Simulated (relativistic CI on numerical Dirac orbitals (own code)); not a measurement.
## Hyperfine structure of Sm II, mass number 149

Calculated at this level of theory: Dirac-Coulomb-Breit CI, orbitals from a KLI potential per configuration, model QED (radiative potential, 1s self-energy scaled to tabulated hydrogen-like ionisation energies), valence Slater integrals scaled by 0.85, P86 correlation energy added to each configuration (own radial code, finite nucleus).

Configuration list (outside the closed core [Xe]): 4f6 6s, 4f5 6s2, 4f7, 4f6 7s, 4f5 6s 8s, 4f4 6s 7s2. The list is cut by size and lacks configurations that can hold low levels.

Nuclear spin I = 7/2, μ = -0.6677 μN, Q = 0.075 b (tables of Stone and Pyykkö). The electronic factors are computed for point nuclear moments, without core polarisation; leaving it out makes A of s and p electrons in near-neutral atoms 20 to 40 % too small, and it can dominate for d and f shells.

```csv
Level,E (cm⁻¹),A (MHz),B (MHz)
4f6 6s 8F_1/2,0.0,-649.7,
4f6 6s 8F_3/2,342.2,-299.8,27.5
4f6 6s 8F_5/2,871.5,-235.1,29.7
4f6 6s 8F_7/2,1540.2,-207.5,18.6
4f6 6s 6F_1/2,2246.4,-439.7,
4f6 6s 8F_9/2,2306.0,-193.1,-2.78
4f6 6s 6F_3/2,2744.6,31.58,8.73
4f6 6s 8F_11/2,3136.6,-185.5,-33.4
```

Levels with J = 0, under 50 % of one LS term, or S terms without an open s electron are left out. Small factors come from cancelling terms and can be off by tens of per cent or more.

For a near-neutral ion this model can misplace configurations by up to about 10,000 cm⁻¹ (more where the count of f electrons changes) and terms by 10 to 25 % of their spread. Rates follow the energies as ν³ (E1, M1) or ν⁵ (E2), so they and the lifetimes can be off by large factors. The fine structure of a lone outer electron comes out too small, for d and f at times inverted, and misplaced configurations move strength between like terms. 12 of the 37 excited levels that our extract of the measured tables holds in this range could be paired (the sources list more); they are missed by 421 cm⁻¹ on average and 852 at most, and levels without a partner can miss by more.

(1) Give the hyperfine levels of 4f6 6s 8F_1/2 relative to its centre of gravity.

## Answers

(1) With K = F(F + 1) − I(I + 1) − J(J + 1), E = AK/2: F = 3: 1462, F = 4: -1137 MHz.
